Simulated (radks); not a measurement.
Effect of the nuclear size on the silver ion Ag2+, [Kr] 4d9. Method: Dirac Kohn-Sham, exchange-only LDA, spin-unpolarised, spherical densities, finite nucleus; open shells are shared between the two j in proportion to 2j + 1; Fermi nuclear charge, rms radius 4.5454 fm; computed with a radial shooting solver on a logarithmic mesh with Libxc functionals. The rms radius is varied about that value; shifts are against it.

rms radius (fm)  total energy shift (eV)  density at nucleus (e/bohr^3)  1s1/2 shift (meV)  2s1/2 shift (meV)  4s1/2 shift (meV)  4p1/2 shift (meV)  5s1/2 (empty) shift (meV)
3.9454                            -0.694                      1.479e+05               -293              -32.7              -1.19              0.041                     -0.141
4.3954                            -0.182                      1.457e+05              -76.5              -8.55             -0.310              0.011                     -0.037
4.5454                                 0                      1.451e+05              0.000              0.000              0.000              0.000                      0.000
4.8045                             0.326                       1.44e+05                137               15.4              0.557             -0.019                      0.066
5.659                               1.51                      1.408e+05                637               71.1               2.58             -0.089                      0.307

Slopes of the eigenvalues against <r^2> in GHz/fm^2, as finite differences over the two radii next to the reference (eigenvalue slopes, not the field-shift constants of lines): 1s1/2 13700, 2s1/2 1540, 4s1/2 55.7, 4p1/2 -1.91, 5s1/2 (empty) 6.63.
